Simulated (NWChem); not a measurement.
System: AlAsH4O; SMILES [AsH2][AlH][OH]

NWChem input:

```
start job
memory heap 200 mb stack 900 mb global 1100 mb
geometry units angstroms noautoz
  Al    -0.522298    -1.238114     0.046352
  As    -0.082357     1.144746     0.059842
  H     -1.312936     1.394304    -0.809866
  H      0.840189     0.999429    -1.146505
  H     -1.961002    -1.882372     0.259185
  O      0.843901    -2.246923    -0.117623
  H      0.842719    -3.205469    -0.090291
end
basis spherical
  Al library pcseg-2
  As library pcseg-2
  H library pcseg-2
  O library pcseg-2
end
dft
  xc pbe0
  iterations 150
  mulliken
end
task dft energy
```

Parts of the log:

```
             Northwest Computational Chemistry Package (NWChem) 7.3.0
             --------------------------------------------------------

 C1  symmetry detected

                             Geometry "geometry" -> ""
                             -------------------------

 Output coordinates in angstroms (scale by  1.889725989 to convert to a.u.)

  No.       Tag          Charge          X              Y              Z
 ---- ---------------- ---------- -------------- -------------- --------------
    1 Al                  13.0000    -0.56323376    -1.20894095     0.01272600
    2 As                  33.0000     0.08897269     1.12455051     0.04731188
    3 H                    1.0000    -1.00715278     1.46366361    -0.96090791
    4 H                    1.0000     1.12490431     0.86973923    -1.04328343
    5 H                    1.0000    -2.06975487    -1.71657587     0.06691447
    6 O                    8.0000     0.71445511    -2.33967251     0.01908235
    7 H                    1.0000     0.62230253    -3.29338152     0.05788808

 Effective nuclear repulsion energy (a.u.)     218.3337058427

                                 NWChem DFT Module
                                 -----------------

 Summary of "ao basis" -> "ao basis" (spherical)
 ------------------------------------------------------------------------------
       Tag                 Description            Shells   Functions and Types
 ---------------- ------------------------------  ------  ---------------------
 Al                         pcseg-2                 12       34   5s4p2d1f
 As                         pcseg-2                 15       43   6s5p3d1f
 H                          pcseg-2                  6       14   3s2p1d
 O                          pcseg-2                 10       30   4s3p2d1f

            General Information
            -------------------
          SCF calculation type: DFT
          Wavefunction type:  closed shell.
          No. of atoms     :     7
          No. of electrons :    58
           Alpha electrons :    29
            Beta electrons :    29
          Charge           :     0
          Spin multiplicity:     1
          Use of symmetry is: off; symmetry adaption is: off
          Maximum number of iterations: 150
          AO basis - number of functions:   163
                     number of shells:    61
          Convergence on energy requested:  1.00D-06
          Convergence on density requested:  1.00D-05
          Convergence on gradient requested:  5.00D-04

              XC Information
              --------------
                         PBE0 Method XC Functional
                     Hartree-Fock (Exact) Exchange  0.250
          PerdewBurkeErnzerhof Exchange Functional  0.750
            Perdew 1991 LDA Correlation Functional  1.000 local
           PerdewBurkeErnz. Correlation Functional  1.000 non-local

             Grid Information
             ----------------
          Grid used for XC integration:  medium
          Radial quadrature: Mura-Knowles
          Angular quadrature: Lebedev.
          Tag              B.-S. Rad. Rad. Pts. Rad. Cut. Ang. Pts.
          ---              ---------- --------- --------- ---------
          Al                  1.25       88          11.0       590
          As                  1.15      112          13.0       590
          H                   0.35       45          13.0       434
          O                   0.60       49          12.0       434
          Grid pruning is: on
          Number of quadrature shells:   429
          Spatial weights used:  Erf1

      Superposition of Atomic Density Guess
      -------------------------------------

 Sum of atomic energies:       -2552.80400696

      Non-variational initial energy
      ------------------------------

 Total energy =   -2553.429889
 1-e energy   =   -3992.396274
 2-e energy   =    1220.632678
 HOMO         =      -0.279987
 LUMO         =       0.001946

     ---------------------------------------------
      Total Density - Mulliken Population Analysis
     ---------------------------------------------

    Atom       Charge   Shell Charges
 -----------   ------   -------------------------------------------------------
    1 Al  13    11.89   2.00  0.52  1.48  0.67  0.36  5.90  0.29  0.50  0.05  0.01  0.10  0.01
    2 As  33    33.37   2.00  2.00  1.18  0.77  0.80  0.99  6.00  5.92  0.67  2.11  0.85  9.68  0.34  0.06  0.00
    3 H    1     0.94   0.33  0.47  0.11  0.00  0.02  0.00
    4 H    1     0.94   0.33  0.47  0.11  0.00  0.02  0.00
    5 H    1     1.24   0.37  0.65  0.22  0.00  0.01  0.00
    6 O    8     8.96   2.00  0.64  0.87  0.23  2.20  2.33  0.69  0.00  0.00  0.00
    7 H    1     0.66   0.32  0.23  0.02  0.02  0.06  0.01

   convergence    iter        energy       DeltaE   RMS-Dens  Diis-err
 ---------------- ----- ----------------- --------- --------- ---------
 d= 0,ls=0.0,diis     1  -2555.5291761846 -2.77D+03  5.93D-03  1.01D+00
 d= 0,ls=0.0,diis     2  -2555.4180070899  1.11D-01  4.17D-03  1.97D+00
 d= 0,ls=0.0,diis     3  -2555.6039681453 -1.86D-01  6.63D-04  7.98D-02
 d= 0,ls=0.0,diis     4  -2555.6108399809 -6.87D-03  1.73D-04  1.84D-03
 d= 0,ls=0.0,diis     5  -2555.6109745252 -1.35D-04  7.60D-05  2.07D-04
  Resetting Diis
 d= 0,ls=0.0,diis     6  -2555.6109997704 -2.52D-05  1.60D-05  7.77D-06
 d= 0,ls=0.0,diis     7  -2555.6110009335 -1.16D-06  4.20D-06  2.73D-07
 d= 0,ls=0.0,diis     8  -2555.6110009418 -8.29D-09  1.70D-06  3.02D-07

         Total DFT energy =    -2555.611000941802
      One electron energy =    -3995.406868680902
           Coulomb energy =     1332.898895684277
    Exchange-Corr. energy =     -111.436733787902
 Nuclear repulsion energy =      218.333705842726

 Numeric. integr. density =       58.000025020164

                       DFT Final Molecular Orbital Analysis
                       ------------------------------------

 Vector   27  Occ=2.000000D+00  E=-3.418803D-01
              MO Center=  1.8D-01, -1.7D+00, -4.7D-02, r^2= 3.0D+00
   Bfn.  Coefficient  Atom+Function         Bfn.  Coefficient  Atom+Function
  ----- ------------  ---------------      ----- ------------  ---------------
   124      0.308012  6 O  px               127      0.268049  6 O  px
   126     -0.250482  6 O  pz               129     -0.217972  6 O  pz
   130      0.156192  6 O  px               132     -0.146039  6 O  pz
   107      0.141713  5 H  s                 51     -0.124353  2 As py
     4      0.114373  1 Al s                106      0.100447  5 H  s

 Vector   28  Occ=2.000000D+00  E=-3.156769D-01
              MO Center= -2.3D-01,  8.0D-02,  2.1D-02, r^2= 4.3D+00
   Bfn.  Coefficient  Atom+Function         Bfn.  Coefficient  Atom+Function
  ----- ------------  ---------------      ----- ------------  ---------------
    52      0.317595  2 As pz                40      0.289480  2 As s
    46     -0.194710  2 As pz                39      0.186472  2 As s
   107     -0.171571  5 H  s                 55      0.154751  2 As pz
    49      0.151847  2 As pz                93     -0.145636  4 H  s
   124     -0.129241  6 O  px               106     -0.125377  5 H  s

 Vector   29  Occ=2.000000D+00  E=-2.652333D-01
              MO Center= -1.8D-01,  6.0D-01,  4.5D-02, r^2= 3.7D+00
   Bfn.  Coefficient  Atom+Function         Bfn.  Coefficient  Atom+Function
  ----- ------------  ---------------      ----- ------------  ---------------
    51      0.377544  2 As py                40      0.214336  2 As s
    45     -0.214593  2 As py                54      0.197143  2 As py
    39      0.178516  2 As s                 52      0.178045  2 As pz
    48      0.166208  2 As py                13     -0.157700  1 Al py
   107      0.154277  5 H  s                  4     -0.126980  1 Al s

 Vector   30  Occ=0.000000D+00  E=-3.685352D-02
              MO Center= -6.4D-01, -1.0D+00, -9.0D-02, r^2= 5.0D+00
   Bfn.  Coefficient  Atom+Function         Bfn.  Coefficient  Atom+Function
  ----- ------------  ---------------      ----- ------------  ---------------
    17      0.568666  1 Al pz                14      0.518997  1 Al pz
    94      0.258625  4 H  s                  5     -0.231546  1 Al s
   132     -0.210702  6 O  pz                40     -0.186019  2 As s
     8     -0.168140  1 Al pz                53     -0.151260  2 As px
   126     -0.138569  6 O  pz                11      0.126295  1 Al pz

 Vector   31  Occ=0.000000D+00  E=-6.159371D-03
              MO Center= -3.1D-02, -1.3D+00,  1.4D-01, r^2= 7.4D+00
   Bfn.  Coefficient  Atom+Function         Bfn.  Coefficient  Atom+Function
  ----- ------------  ---------------      ----- ------------  ---------------
     5      0.975643  1 Al s                 80      0.657628  3 H  s
   123     -0.650440  6 O  s                 40     -0.485863  2 As s
    16     -0.463816  1 Al py               108     -0.336609  5 H  s
    53      0.319665  2 As px               152      0.237162  7 H  s
    55      0.197344  2 As pz                15      0.193561  1 Al px

 Vector   32  Occ=0.000000D+00  E= 4.299742D-03
              MO Center= -4.1D-01,  3.1D-01, -8.1D-02, r^2= 6.6D+00
   Bfn.  Coefficient  Atom+Function         Bfn.  Coefficient  Atom+Function
  ----- ------------  ---------------      ----- ------------  ---------------
     5      1.123878  1 Al s                 40     -0.826702  2 As s
    94      0.702230  4 H  s                 16      0.584955  1 Al py
    54      0.575692  2 As py                80     -0.481209  3 H  s
   108     -0.477049  5 H  s                 53     -0.443571  2 As px
    51      0.234357  2 As py                13      0.188464  1 Al py

     ---------------------------------------------
      Total Density - Mulliken Population Analysis
     ---------------------------------------------

[...]
```

Level: PBE0/pcseg-2. Structure relaxed at the PBE0/def2-SVP level.
